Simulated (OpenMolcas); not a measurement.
**Zr2+: the spin-orbit constant, Racah parameters, worked from levels**

```
Program             : OpenMolcas
Basis               : ANO-RCC-VTZP [7s6p4d2f1g]
Scalar Hamiltonian  : DKH2, point nucleus
Active space        : 2 electrons in 6 orbitals (4d 5s)
State averaging     : 2S+1 = 3 even, 15 roots; 2S+1 = 1 even, 21 roots
Spin-orbit coupling : RASSI with atomic mean-field integrals over the reference wave functions, term energies averaged over their components
```

Methods: CASSCF; MS-CASPT2, IPEA 0.25 Eh, imaginary shift 0.1 Eh (closed shells correlated: 4s 4p). Measured levels: Moore, Atomic Energy Levels, vol. II, NSRDS-NBS 35 (1971 reprint of NBS Circular 467, 1952); NIST levels as listed in Rynkun, Gaigalas and Jonsson, Astron. Astrophys. 637, A10 (2020).

**The spin-orbit constant.** For the Hund term ³F of d2, E(J) = (A/2) J(J+1) + constant and ζ = 2S·A = 2A. From J = 2 to J = 4 the energy changes by 7 A.

```csv
Source,E(4) - E(2),A,ζ
CASSCF,1511.6,215.9,432
MS-CASPT2,1524.7,217.8,436
measured,1486.4,212.3,425
```

All in cm-1. MS-CASPT2 is off by +2.6 % and CASSCF by +1.7 %. Both methods take the spin-orbit matrix elements from the reference wave functions, so the second can move ζ only through the term energies and any multistate remixing. Second-order mixing with other terms is absorbed into this ζ.

**Racah parameters.** Above ³F, d2 has ³P at 15B, ¹G at 12B + 2C and ¹D at 5B + 2C. The first two fix B and C, and the third tests them; where it misses by thousands of cm-1, two parameters do not describe the configuration (Trees and configuration-interaction terms are left out) and B and C hang on the terms chosen. Term energies are centres of gravity, weighted by 2J + 1.

```tsv
Source	³P	¹G	B	C	C/B	¹D from B, C	¹D found
CASSCF	9974	13052	665	2536	3.81	8397	6287
MS-CASPT2	8270	10783	551	2084	3.78	6923	4711
measured	7717	10185	514	2006	3.90	6582	4878
```

Energies in cm-1. From CASSCF to MS-CASPT2, B changes by -17.1 % and C by -17.8 %. Against the measured terms, MS-CASPT2 has B off by +7.2 % and C by +3.9 %.

CASPT2 does not keep the components of a term degenerate, so their means are used; among the terms shown or strongly mixed into the levels shown the widest spread is 600 cm-1 (4d² ¹G, MS-CASPT2). Without dynamic correlation excited terms often stand tens of per cent too high (terms of higher spin than the ground term too low), and those without a measured partner can miss by more than the paired ones (holds for CASSCF). Computed and measured levels are paired by configuration, term and J; levels that our copy of the source lacks, or whose pairing is in doubt (as where it misses far off the trend of its configuration), stay unpaired and out of the deviations. Only configurations of the active space appear.
